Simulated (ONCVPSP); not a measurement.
# What one change does to a pseudopotential (Hf (Z = 72), ONCV)

ONCVPSP 4.0.1 input, shortened (lines: element, Z, core and valence counts, functional; n l f; lmax; l rc ep ncon nbas qcut; lloc lpopt rc5 dvloc0; l nproj debl; icmod fcfact rcfact), PBE, scalar-relativistic:

```
  Hf 72.00    9    5        4      upf
    1    0    2.00
    2    0    2.00
    2    1    6.00
    3    0    2.00
    3    1    6.00
    3    2   10.00
    4    0    2.00
    4    1    6.00
    4    2   10.00
    4    3   13.00
    5    0    2.00
    5    1    6.00
    5    2    3.00
    6    0    2.00
    3
    0    1.70    0.00    3    6    7.10
    1    2.15    0.00    3    6    7.70
    2    2.90    0.00    3    8    4.30
    3    0.95    0.00    3    8   16.10
    4    5    0.60    1.00
    0    2    1.20
    1    2    2.80
    2    3    3.20
    3    2    3.20
    0    0.00    0.00
```

All-electron outer shells of the reference configuration (PBE, scalar-relativistic, ld1.x):

```csv
shell,level (eV),outermost node (bohr),outermost maximum (bohr)
4d,-215.42,0.23,0.47
5s,-71.04,0.55,1.01
5p,-38.63,0.59,1.15
4f,-24.62,–,0.45
6s,-5.33,1.34,2.82
5d,-3.71,0.66,1.61
```

Change: s: qcut 9.7.

Cutoffs: the cutoffs (Ha) at which the residual kinetic energy of the hardest occupied pseudo-wave falls to 1 and 0.1 mHa per electron; they do not see the model core or the augmentation charge, which bear on the density cutoff. Errors are all-electron minus pseudo energies relative to the spin-unpolarised reference configuration.

Question: How do hardness, ghosts and transferability respond?

Answer: The potential gets neither clearly harder nor softer (120 Ha and 200 Ha → 120 Ha and 200 Ha); both files keep a bound ghost (d, p, s); of the 4 tests that both files solve, the error grows in 2 and shrinks in 0 by more than 15 % and 0.3 meV (median size 195.8 → 245.3 meV).

```csv
quantity,base,changed
"cutoff, loose",120 Ha,120 Ha
"cutoff, tight",200 Ha,200 Ha
loose cutoff by channel,"s 18 Ha, p 10 Ha, d 7.5 Ha, f 120 Ha","s 24 Ha, p 10 Ha, d 7.5 Ha, f 120 Ha"
bound ghosts,"s, p, d","s, p, d"
GHOST(+) flags under 300 eV,none,none
"error for 4f14 5s2 5p6 5d2 6s2, meV [ΔE -17.54 eV]",-307,-335
"error for 4f14 5s2 5p6 5d2 6s1, meV [ΔE -9.56 eV]",-235,-275
"error for 4f14 5s2 5p6 5d2 6s0, meV [ΔE 4.62 eV]",-157,-216
"error for 4f13 5s2 5p6 5d2 6s2, meV [ΔE 7.79 eV]",+36,+36
s: phases at 1.73 bohr within 0.05 rad from the reference energy up to (Ha; the scan ends near 5),to the end of the scan,to the end of the scan
p: phases at 2.18 bohr within 0.05 rad from the reference energy up to (Ha; the scan ends near 5),to the end of the scan,to the end of the scan
d: phases at 2.94 bohr within 0.05 rad from the reference energy up to (Ha; the scan ends near 5),n/a,n/a
f: phases at 0.96 bohr within 0.05 rad from the reference energy up to (Ha; the scan ends near 5),to the end of the scan,to the end of the scan
```

 A true bound ghost makes a file unfit for plane-wave use even where its test errors are small: the radial tests pick states by their node count and pass the ghost by.
